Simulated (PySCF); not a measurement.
Cartesian coordinates in Å; atom numbers follow the order of the lines, from 1:
```xyz
25

C    -1.0855   -1.4306    0.5740
C    -0.5961   -0.3666   -0.4088
C    -1.5682   -0.2965   -1.5931
C    -0.5167    0.9972    0.3048
C    -1.8433    1.5083    0.7797
N    -2.2168    1.7082    1.9593
C     0.7915   -0.7418   -0.9520
Si    2.2774   -0.6911    0.2475
P     2.9969    1.4294    0.3926
H    -2.0680   -1.1666    0.9607
H    -0.4022   -1.5304    1.4133
H    -1.1600   -2.3970    0.0799
H    -2.5944   -0.1851   -1.2523
H    -1.5074   -1.2119   -2.1788
H    -1.3257    0.5407   -2.2451
H     0.1580    0.9129    1.1631
H    -0.0936    1.7321   -0.3873
H    -2.5703    1.7482    0.0085
H    -1.5205    1.4867    2.6726
H     1.0197   -0.0774   -1.7909
H     0.7270   -1.7481   -1.3701
H     3.3078   -1.6009   -0.2746
H     1.9611   -1.1260    1.6132
H     4.1393    1.1151    1.1040
H     3.6790    1.4151   -0.8110
```

[PySCF 2.14.0 with density-fitted response routines: GIAO PBE0/pcSseg-1 shieldings; coordinates at the GFN2-xTB level; non-relativistic Hamiltonian; gas phase; equivalent nuclei averaged; one conformer]

Referencing at the same level of theory: ¹³C vs TMS.

Do the ¹³C shifts follow the atomic charges (in e)? Tabulate both.

## Answers


```csv
atoms,hybridisation,δ (ppm),σ para (ppm),Hirshfeld,IAO,Mulliken,ESP-fitted
C5,–,176.9,-242,+0.06,+0.05,+0.04,+0.53
C4,–,63.2,-129,-0.08,-0.29,-0.11,-0.71
C2,–,35.1,-95,+0.03,+0.07,-0.64,+0.81
C1/C3,–,30.9,-93,-0.12,-0.42,-0.13,-0.57
C7,–,30.8,-97,-0.15,-0.52,-0.40,-0.41
```

Correlation coefficients of δ with charge over these carbons: Hirshfeld +0.67, IAO +0.57, Mulliken +0.67, ESP-fitted +0.41; with the paramagnetic shielding -1.00. With so few points these coefficients are fragile. Charge is one influence among several: hybridisation and low-lying excitations act through the paramagnetic term.

Shifts are as computed. Against solution values, carbons near 30 ppm lie about +3 ppm off and those near 130 ppm about +5 ppm. Of 1211 compounds with measured shifts, 218 miss one by over three times the rms of a fit or turn the order of signals round; such compounds aren't used in these exercises.
